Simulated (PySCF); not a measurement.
**C₆ coefficients of unlike pairs at M06-L**

Calculated with PySCF 2.14 from the dipole response of each species, C₆(A,B) = (3/π) ∫ α_A(iu) α_B(iu) du, in atomic units, from isotropic polarisabilities. For ions this is the dispersion term alone; charge-induced terms of lower order in 1/R come first.

```json
{"species": "Si⁺", "configuration": "[Ne] 3s2 3p1 (2P)", "basis": "def2-TZVPPD (6s5p4d1f)", "relativity": "none", "α (bohr³)": "18.30", "C₆ (like pair)": "97.44"}
{"species": "C", "configuration": "[He] 2s2 2p2 (3P)", "basis": "aug-cc-pVTZ (5s4p3d2f)", "relativity": "none", "α (bohr³)": "13.45", "C₆ (like pair)": "55.68"}
{"species": "Cu³⁺", "configuration": "[Ar] 3d8 (3F)", "basis": "aug-cc-pwCVDZ-PP with ECP10MDF (6s6p5d3f)", "relativity": "core potential", "α (bohr³)": "1.359", "C₆ (like pair)": "3.035"}
{"species": "Pt⁺", "configuration": "[Xe] 4f14 5d9 (2D)", "basis": "def2-TZVPPD with the def2 core potential (60 electrons) (6s5p3d2f1g)", "relativity": "core potential", "α (bohr³)": "12.37", "C₆ (like pair)": "84.64"}
```

(1) Estimate C₆ for C with Si⁺.

No spin-orbit coupling is included.

The other pairs:

```tsv
pair	C₆
Cu³⁺, Si⁺	12.34
Pt⁺, Si⁺	83.67
Cu³⁺, C	9.767
Pt⁺, Cu³⁺	14.72
Pt⁺, C	64.74
```

Answers

(1) The integral gives 73.48. The combination rule 2 C_A C_B / (C_A α_B/α_A + C_B α_A/α_B) gives 73.63 and the geometric mean 73.66.
